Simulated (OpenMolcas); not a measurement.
# What dynamic correlation does to the levels of Xe6+

```yaml
Program: OpenMolcas 26.06
Basis: ANO-R3 [8s7p5d4f3g2h]
Scalar_Hamiltonian: X2C, finite nucleus
Active_space: 2 electrons in 4 orbitals (5s 5p)
State_averaging: 2S+1 = 3 even, 3 roots; 2S+1 = 1 even, 7 roots; 2S+1 = 3 odd, 3 roots; 2S+1 = 1 odd, 3 roots
Spin-orbit_coupling: RASSI with atomic mean-field integrals over the reference wave functions, term energies averaged over their components
```

Methods on the same reference wave functions:
A. CASSCF
B. SS-CASPT2, IPEA 0.25 Eh, imaginary shift 0.1 Eh (closed shells correlated: 4d)
C. MS-CASPT2, IPEA 0.25 Eh, imaginary shift 0.1 Eh (closed shells correlated: 4d)
D. XMS-CASPT2, IPEA 0.25 Eh, imaginary shift 0.1 Eh (closed shells correlated: 4d)

Energies in cm⁻¹ above 5s² ¹S₀, the measured ground level; measured values from Saloman, J. Phys. Chem. Ref. Data 33, 765 (2004).

```csv
Level,A,B,C,D,Measured
5s² ¹S₀,0.0,0.0,0.0,0.0,0.0
5s 5p ³P°₀,92598,97680,98390,99540,96141
5s 5p ³P°₁,96775,101460,102170,103290,100451
5s 5p ³P°₂,107589,112670,113380,114530,113676
5s 5p ¹P°₁,153759,140510,141230,141580,143259
5p² ³P₀,225668,226090,226810,227810,223673
5p² ³P₁,233899,235330,236050,237110,234685
5p² ¹S₀,284129,272900,274320,274840,273208
```

Deviations, from unrounded energies. A percentage is the sum of absolute deviations over the sum of measured energies, with the sign that they share, or ± where signs differ.

```tsv
Against measurement	Levels	A	B	C	D
mean absolute deviation (cm-1)	7	5400	1400	1700	2400
other configurations (%)	7	±3.2	±0.8	±1.0	±1.4
```

B lies closest to measurement on these levels and A furthest from it. The largest miss of B in the table is 5s 5p ¹P°₁, by -2700 cm-1. The ranking rests on the paired levels alone, and a cruder setting can come out closer through cancelling errors.

Among B to D the level of the table that moves most is 5p² ¹S₀, by 1900 cm-1 (lowest in B, highest in D). Moves below CASPT2's spread within the term are not significant.

The lowest spin-free term lies below A's lowest term by 0.513 hartree in B, 0.517 hartree in C, 0.524 hartree in D.

CASPT2 does not keep the components of a term degenerate, so their means are used; among the terms shown or strongly mixed into the levels shown the widest spread is 11 cm-1 (5s 5p ¹P°, D). Over all roots computed the reference weight is 0.90 to 0.95 in B, 0.90 to 0.95 in C, 0.82 to 0.95 in D; the roots of lowest weight are the least certain, and an intruder state may touch them. The ¹D term of p² mixes with s d, which this space lacks. Measured partners are found by configuration, term and J. A level has none where our copy of the source lacks it or the pairing is in doubt (some pairs that miss far off the trend of their configuration count as doubtful), and it then counts in no deviation. Only configurations of the active space appear. The table leaves out levels that lie high or whose names do not pair safely across all columns.

° marks odd parity.
